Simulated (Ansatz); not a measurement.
## C4H9FOSi: where a starting geometry ends

The starting geometry of this gas-phase triplet was optimised with GFN2-xTB as a singlet; its bonds are those of `F[SiH2][C@@H]1CCCO1`.

```yaml
atoms:
  - { symbol: C, position_ang: [-0.3871, 1.2388, -0.4328] }
  - { symbol: C, position_ang: [0.9694, 1.7987, 0.0005] }
  - { symbol: C, position_ang: [1.6444, 0.5510, 0.5648] }
  - { symbol: C, position_ang: [1.1294, -0.5371, -0.3791] }
  - { symbol: F, position_ang: [-1.5309, 3.6351, -1.4233] }
  - { symbol: O, position_ang: [-0.1238, -0.0998, -0.8806] }
  - { symbol: Si, position_ang: [-1.2448, 2.1124, -1.8882] }
  - { symbol: H, position_ang: [-2.5479, 1.5439, -2.1832] }
  - { symbol: H, position_ang: [-0.3423, 2.2278, -3.0233] }
  - { symbol: H, position_ang: [-1.0360, 1.1745, 0.4562] }
  - { symbol: H, position_ang: [0.8666, 2.6016, 0.7267] }
  - { symbol: H, position_ang: [1.5281, 2.1692, -0.8606] }
  - { symbol: H, position_ang: [1.2982, 0.3638, 1.5824] }
  - { symbol: H, position_ang: [2.7304, 0.6122, 0.5667] }
  - { symbol: H, position_ang: [0.9930, -1.5010, 0.1215] }
  - { symbol: H, position_ang: [1.8116, -0.6795, -1.2279] }
```

Predict what it relaxes into with B3LYP-D3(BJ)/def2-SVP.

It loosens into C4H7O + FH2Si, which stay close as a complex. Contacts that open: C1–Si7 (1.90 → 3.15 Å).

The energy falls by 3.18 eV over 35 steps:

| step | E − E(last) (eV) |
| --- | --- |
| 1 | 3.176 |
| 5 | 0.996 |
| 9 | 0.178 |
| 12 | 0.096 |
| 16 | 0.065 |
| 20 | 0.055 |
| 24 | 0.047 |
| 27 | 0.019 |
| 31 | 0.000 |
| 35 | 0.000 |

Final geometry (Å):

```xyz
16

C    -0.5601    1.0164    0.2898
C     0.6941    1.7384    0.6874
C     1.7600    0.6312    0.5377
C     1.1369   -0.2700   -0.5299
F     0.3526    2.0637   -2.4676
O    -0.2795   -0.1888   -0.2965
Si   -1.2557    1.7769   -2.6822
H    -2.0164    2.7847   -1.8795
H    -1.5009    1.9999   -4.1489
H    -1.5304    1.0619    0.7883
H     0.6475    2.1586    1.7050
H     0.9098    2.5730   -0.0051
H     1.8717    0.0777    1.4838
H     2.7483    1.0115    0.2422
H     1.4271   -1.3279   -0.4610
H     1.3532    0.1046   -1.5436
```

The end wasn't checked by frequencies. Open shells are spin-unrestricted. The triplet needn't be the ground state. Run with Ansatz 0.2.0, 2.5 min on 4 threads of Arm Neoverse V2, with other jobs on the host.
